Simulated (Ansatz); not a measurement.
`[Cl][Ga]([Cl])[Br]` and `[NH2][Ga]([Cl])[Br]` differ in one atom or group.

Ansatz, PBE0-D4/def2-TZVP geometries, multiplicity 1. Each molecule was computed in one conformer, which needn't be the lowest.

Scalar relativity is left out up to krypton.

```csv
property,`[Cl][Ga]([Cl])[Br]`
"ideal-gas entropy at 298 K and 1 bar (rigid rotor, harmonic PBE0-D4/def2-TZVP) / J/(mol·K)",346
HOMO energy (PBE/def2-TZVPP) / eV,-7.68
size of the dipole moment (PBE/def2-TZVPP) / D,0.32
LUMO energy (ωB97M-V/def2-TZVPP) / eV,-0.09
HOMO–LUMO gap (PBE/def2-TZVPP) / eV,4.72
zero-point energy (PBE0-D4/def2-TZVP) / kJ/mol,9.2
```

Problem. What does the change do to each property? (An estimate is asked.)

Solution. Computed: 
```
                                                                                  property  `[NH2][Ga]([Cl])[Br]`  shift
ideal-gas entropy at 298 K and 1 bar (rigid rotor, harmonic PBE0-D4/def2-TZVP) / J/(mol·K)                    366     20
                                                         HOMO energy (PBE/def2-TZVPP) / eV                  -6.62   1.06
                                            size of the dipole moment (PBE/def2-TZVPP) / D                   2.52   2.20
                                                     LUMO energy (ωB97M-V/def2-TZVPP) / eV                   0.73   0.82
                                                       HOMO–LUMO gap (PBE/def2-TZVPP) / eV                   4.55  -0.17
                                            zero-point energy (PBE0-D4/def2-TZVP) / kJ/mol                   71.8   62.6
```

With PBE0 the HOMO rises by 0.99 eV and the LUMO rises by 0.90 eV, so the gap narrows by about 0.09 eV. PBE moves the HOMO by 1.06 eV and ωB97M-V by 0.86 eV. The zero-point energy changes by 62.6 kJ/mol with +6 modes. Dipoles are sizes alone; their direction can turn. Modes under 60 cm⁻¹, often nearly free rotors, make the harmonic entropy too high.

Spin–orbit coupling is left out; it splits and shifts lone-pair levels of the heavy atoms by tenths of an eV.
